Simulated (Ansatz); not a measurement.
Consider the formal exchange of groups at a Ti–F bond: `CC1=CC(C(F)(F)F)=[O+][Ti-]([OH])([F])([F])[O]1` + `C/C(Cl)=C/CO` → `CC1=CC(C(F)(F)F)=[O+][Ti-]([OH])([OH])([F])[O]1` + `C/C(Cl)=C/CF`.

Computed with Ansatz on PBE0-D4/def2-TZVP structures; ΔE is electronic, products minus reactants. CCSD(T)/CBS is the MP2 limit (def2-TZVPP, def2-QZVPP) plus CCSD(T) − MP2 in def2-TZVPP, frozen cores. Double bonds are as drawn, so ΔE can hold a change between cis and trans. DFT in def2-TZVPP. For Ti outer-core shells are correlated without core-valence functions, which leaves a few kJ/mol of doubt a bond. Scalar relativity is left out up to krypton. One conformer a species, not always the lowest.

| species | r2SCAN-D4 energy (Eh) |
| --- | --- |
| `CC1=CC(C(F)(F)F)=[O+][Ti-]([OH])([F])([F])[O]1` | -1768.16838 |
| `C/C(Cl)=C/CO` | -691.98458 |
| `CC1=CC(C(F)(F)F)=[O+][Ti-]([OH])([OH])([F])[O]1` | -1744.12561 |
| `C/C(Cl)=C/CF` | -716.00994 |

Work out ΔE.

ΔE = (-1744.12561) + (-716.00994) − (-1768.16838) − (-691.98458) = 0.01741 Eh = +10.9 kcal/mol. CCSD(T)/CBS gives +10.2 kcal/mol.

Largest T1 diagnostic among the species: 0.021, so the coupled-cluster value is less sure than usual.

In def2-TZVPP, CCSD(T) changes the Hartree–Fock value by −1.0 kcal/mol (the triples alone add −0.5 kcal/mol) and MP2 by −1.0 kcal/mol.
